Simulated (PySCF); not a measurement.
Run record: geometry optimisation, `C1CC/C=C(\[SiH3])CCC1`.

Computed with PBE0-D3(BJ)/def2-SVP geometry optimisation, gas phase (PySCF 2.14.0). Start geometry: GFN2-xTB. A driver script takes a list of jobs; this job's settings line and coordinates (Å) are shown.

Input:
```
{"job": {"xc": "PBE0", "basis": "def2-SVP", "d3": "d3bj", "grid": 2, "kind": "geom"}, "charge": 0, "multiplicity": 1}
Si     2.258883    -0.235603     1.165703
C      1.204873    -0.374937    -0.386596
C      0.731642     0.652798    -1.094586
C      0.413032     1.977362    -0.511006
C     -1.077866     1.854147    -0.113387
C     -1.421796     0.567084     0.656072
C     -1.639096    -0.711090    -0.192234
C     -0.642286    -1.865856     0.016816
C      0.686931    -1.729617    -0.757340
H      3.119361     0.946793     1.083879
H      1.485806    -0.165166     2.414399
H      3.092541    -1.440492     1.228618
H      0.255024     0.462748    -2.052497
H      0.533468     2.803157    -1.214657
H      1.013741     2.170370     0.378202
H     -1.343464     2.713801     0.506616
H     -1.689810     1.901418    -1.017226
H     -0.648827     0.388489     1.402533
H     -2.348124     0.765194     1.201704
H     -1.668230    -0.454870    -1.251597
H     -2.627203    -1.107089     0.056448
H     -0.418889    -1.952560     1.082338
H     -1.125561    -2.796226    -0.294263
H      0.489946    -1.803143    -1.830019
H      1.354967    -2.542565    -0.468787
```

Output:
```
step   0  E = -603.13627081  max force = 0.015257
step   1  E = -603.13997967  max force = 0.002514
step   2  E = -603.14006806  max force = 0.000590
step   3  E = -603.14008725  max force = 0.001050
step   4  E = -603.14011667  max force = 0.000655
step   5  E = -603.14014869  max force = 0.000581
step   6  E = -603.14017313  max force = 0.000378
step   7  E = -603.14018488  max force = 0.000237
optimisation converged
```

Energies in Eh; «max force» is the largest Cartesian gradient component in Eh/bohr.

Question: How much energy does the optimisation release, in eV?

Answer: E(step 0) − E(last step) = 0.003914 Eh, which is 0.107 eV.

Question: Give the first gradient maximum in eV/Å.

Answer: With 1 Eh/bohr = 51.422 eV/Å, 0.785 eV/Å.

Main results: final energy -603.14018 Eh after 7 steps; dipole 1.42 D.

Question: Estimate the wall time. Hardware: one thread of an Intel Xeon Platinum 8488C, shared host with 96 logical CPUs at a one-minute load of 45. And the peak memory of the process?

Answer: About 4.1 min, with 0.97 GiB resident at the peak, the Python interpreter and its libraries included.
Labels such as C1 count atoms from 1, the log's own numbers from 0.
